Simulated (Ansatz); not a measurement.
## Relative stability

The two ends of one reaction step of CH7GaSi, closed shell (PBE0-D4/def2-TZVP).

A:

```
atom    x (Å)    y (Å)    z (Å)
 Ga1  -1.2955  -1.0834  -0.4169
 Si2   0.5494   1.7285  -1.1838
  H3   0.4019   0.9445   0.0779
  C4  -0.4867  -1.7810   1.3162
  H5  -0.7409   2.3741  -1.5218
  H6   1.5919   2.7652  -0.9597
  H7   0.9762   0.8161  -2.2729
  H8  -0.9534  -2.7312   1.6003
  H9   0.5908  -1.9555   1.2172
 H10  -0.6335  -1.0772   2.1434
```

B:

```
10
angstrom
Ga 0.7021 -0.1083 0.4124
Si 0.0477 1.4635 -1.3051
H 2.1753 -0.0391 0.9781
C -0.5071 -1.4852 1.1356
H -1.3943 1.3708 -1.6694
H 0.3154 2.8670 -0.8777
H 0.8385 1.2269 -2.5481
H -1.5081 -1.4410 0.7069
H -0.0868 -2.4773 0.9456
H -0.5824 -1.3773 2.2215
```

Ansatz 0.2.0; basis: def2-TZVPP; cores frozen in the correlated methods. Filled d shells of the heavier atoms are correlated. The def2 sets are not built for correlating such inner shells, so the correlated values are less sure here. B3LYP uses VWN-RPA correlation.

(1) Which structure is lower at CCSD(T), and by how much? (An estimate is asked for; the value comes from the calculation.)

No T1 diagnostic of these runs exceeds 0.013.

Results:

(1) The calculation gives: B, by 0.769 eV (electronic energy, against the other). By their contacts, A is a complex of CH₃Ga ([CH3][Ga]) + SiH₄ and B is CH₇GaSi ([CH3][GaH][SiH3]).

All methods give the same order:

```
      method  E(B) − E(A) (eV)
       SPW92            -0.938
      PBE-D4            -0.718
     BLYP-D4            -0.432
   r2SCAN-D4            -0.859
      B97M-V            -0.840
     PBE0-D4            -0.810
    B3LYP-D4            -0.539
  r2SCAN0-D4            -0.875
    BHLYP-D4            -0.626
CAM-B3LYP-D4            -0.663
     wB97X-V            -0.823
     wB97M-V            -0.656
      B2PLYP            -0.660
    PBE-QIDH            -0.917
  RPA on PBE            -0.670
          HF            -0.604
         MP2            -0.846
        CCSD            -0.751
     CCSD(T)            -0.769
```

Labels in which every atom is bracketed show which atoms are joined, not bond orders.

For scale, one of the runs: CCSD(T)/def2-TZVPP, 219 basis functions (an equivalent command: `ansatz run in.yaml --threads 4`). The run took 64 s on 4 CPU threads (shared host), with 3.1 GiB of host memory at its peak.
